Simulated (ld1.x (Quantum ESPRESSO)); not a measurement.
**An all-electron radial function and its pseudo partner (Ga)**

Columns: radius, all-electron u(r) and pseudo u(r) of the 4s shell (level -9.17 eV) of gallium in the configuration [Ar] 3d10 4s2 4p1; LDA (PZ), scalar-relativistic, TM semilocal scheme, ld1.x (Quantum ESPRESSO) 7.5.

| r (bohr) | all-electron | pseudo |
| --- | --- | --- |
| 0.085 | -0.0865 | -0.0143 |
| 0.170 | -0.1829 | -0.0293 |
| 0.255 | -0.0113 | -0.0456 |
| 0.340 | 0.1839 | -0.0638 |
| 0.425 | 0.2966 | -0.0848 |
| 0.510 | 0.3162 | -0.1094 |
| 0.595 | 0.2658 | -0.1383 |
| 0.680 | 0.1728 | -0.1724 |
| 0.765 | 0.0591 | -0.2122 |
| 0.850 | -0.0602 | -0.2579 |
| 0.935 | -0.1757 | -0.3091 |
| 1.020 | -0.2821 | -0.3646 |
| 1.105 | -0.3765 | -0.4227 |
| 1.190 | -0.4580 | -0.4807 |
| 1.275 | -0.5264 | -0.5359 |
| 1.360 | -0.5823 | -0.5855 |
| 1.445 | -0.6269 | -0.6276 |
| 1.530 | -0.6609 | -0.6610 |
| 1.615 | -0.6858 | -0.6858 |
| 1.700 | -0.7024 | -0.7024 |
| 1.785 | -0.7121 | -0.7121 |
| 1.870 | -0.7155 | -0.7155 |
| 1.955 | -0.7138 | -0.7138 |
| 2.040 | -0.7077 | -0.7077 |
| 2.125 | -0.6980 | -0.6980 |
| 2.210 | -0.6852 | -0.6852 |

Task: How many radial nodes do the two functions have?

Result: The all-electron 4s function has n − l − 1 = 3 (the table is too coarse to show those close to the nucleus); the pseudo-wave has 0, since the states of the same l below it are removed with the core.

Task: At about which radius was the pseudo-wave matched?

Result: 1.70 bohr. The columns agree to 0.0005 from 1.53 bohr on; several derivatives are matched, so the curves merge somewhat inside the radius.

Task: Where does each function peak?

Result: Outermost all-electron maximum near 1.87 bohr, pseudo maximum near 1.87 bohr (to the table’s step).

Task: Is the pseudo-wave norm-conserving?

Result: Yes: the TM semilocal scheme keeps the norm inside the radius equal to the all-electron one, which fixes the energy derivative of the logarithmic derivative at the level.
